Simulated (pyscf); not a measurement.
## H₂N–Ga(F)–Cl, singlet

Gas-phase minimum from PySCF at ωB97X-D3(BJ)/def2-SVP, one conformer. 

```
Ga
F 1 1.7460
N 1 1.7871 2 119.58
H 3 1.0122 1 123.34 2 179.89
H 3 1.0125 4 113.32 1 -179.81
Cl 1 2.1234 2 116.94 3 179.97
```
Charge 0, spin multiplicity 1.

Properties at ωB97X-D3(BJ)/def2-SVP:

```yaml
harmonic_wavenumbers_unscaled: 143, 162, 181, 221, 372, 444, 712, 746, 779, 1519, 3642, 3752 cm⁻¹
zero_point_energy: 18.1 kcal/mol
rotational_symmetry_number: 1
Entropy of this conformer at 298 K and 1 atm, rigid rotor and harmonic oscillator, modes under 100 cm⁻¹ raised to 100: 333.2 J/(mol K)
dipole_moment: 3.07 D
```

Single-point totals, which compare only within one level (frozen core for MP2 and CC):

| level | total energy (hartree) |
|---|---|
| ωB97X-D3(BJ)/def2-TZVP | -2541.05202 |
| PBE/def2-TZVP | -2540.41922 |
| r²SCAN/def2-TZVP | -2540.95114 |
| B3LYP-D3(BJ)/def2-TZVP | -2541.13255 |
| PBE0-D3(BJ)/def2-TZVP | -2540.50101 |
| M06-2X/def2-TZVP | -2540.99228 |
| ωB97M-D3(BJ)/def2-TZVP | -2541.16940 |
| HF/def2-TZVPP | -2538.01815 |
| MP2/def2-TZVPP | -2538.89091 |
| CCSD/def2-TZVPP | -2538.90493 |
| CCSD(T)/def2-TZVPP | -2538.93837 |

Soft torsions are taken as harmonic, which can shift the entropy by several J/(mol K). The CCSD(T) − MP2 part came from Ansatz, without density fitting, on the same reference. The frozen core leaves the outer d or s,p core shells of the metals and heavy elements correlated in the MP2 and CC values, and def2-TZVPP describes them poorly, so these totals are far from the basis limit. Elements up to Kr have no core potential and no relativistic terms here.
